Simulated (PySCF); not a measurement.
C₂H₉NOSi.

```xyz
14

Si     0.3283     0.1084    -0.4396
C      1.8934    -0.8936    -0.2799
N      0.5513     1.6996     0.1986
O     -0.8343    -0.7968     0.3634
C     -2.1605    -0.3720     0.5459
H     -0.1082     0.3154    -1.8530
H      1.7372    -1.9235    -0.6371
H      2.2076    -0.9509     0.7753
H      2.7123    -0.4389    -0.8586
H     -0.0156     2.4802    -0.1146
H      0.9012     1.8522     1.1394
H     -2.7263    -0.3569    -0.4064
H     -2.6723    -1.0670     1.2312
H     -2.2140     0.6431     0.9853
```
Charge 0, spin multiplicity 1.

The structure is a stationary point at B3LYP-D3(BJ)/def2-SVP. Other conformers were not sampled.

All values below come from PySCF with PBE/pcSseg-1. Non-relativistic, no solvent.

Computed absolute GIAO shielding of each atom: isotropic value and principal components (ppm):
```csv
atom,σ(iso),σ11,σ22,σ33,span
Si1,349.7,309.1,347.7,392.2,83.1
C2,182.4,172.1,185.5,189.5,17.4
N3,234.2,206.0,230.9,265.7,59.7
O4,275.0,196.2,303.0,325.9,129.7
C5,126.9,96.8,105.0,178.9,82.1
H6,26.4,23.5,24.2,31.5,8.0
H7,31.0,26.6,28.7,37.7,11.1
H8,31.0,27.3,29.0,36.6,9.2
H9,31.2,27.1,28.5,38.1,11.0
H10,30.2,24.0,25.7,40.8,16.8
H11,30.9,24.8,26.7,41.3,16.5
H12,27.6,23.7,25.1,34.1,10.4
H13,27.5,23.3,25.3,33.8,10.5
H14,27.4,23.0,25.9,33.3,10.3
```
